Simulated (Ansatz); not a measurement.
Two shapes of singlet BF₃.

Shape 1:

```xyz
4

B     0.0136   -0.0481   -0.0022
F     1.2932    0.0440   -0.0166
F    -0.6680    1.1296   -0.0481
F    -0.6646   -1.1204    0.0469
```

Shape 2:

```xyz
4

B     0.0000    0.0000    0.0000
F     1.2055    0.0000    0.0000
F    -0.6028    1.0440    0.0000
F    -0.6028   -1.0440    0.0000
```

Basis set: cc-pVDZ (spherical functions). Correlated methods keep 4 orbitals frozen. Charge 0, multiplicity 1.

Computed with Ansatz (development build ahead of 0.2.0); each method stands on the lowest determinant of its kind that the runs found.

(1) Which shape is lower in energy, and by how much in each method?

Results:

(1)

```tsv
method	E(2) − E(1) (eV)
RHF	0.989
RHF-MP2	1.341
```

Shape 1 is lower. Caution: no unrestricted run beside it, a lower state can exist.
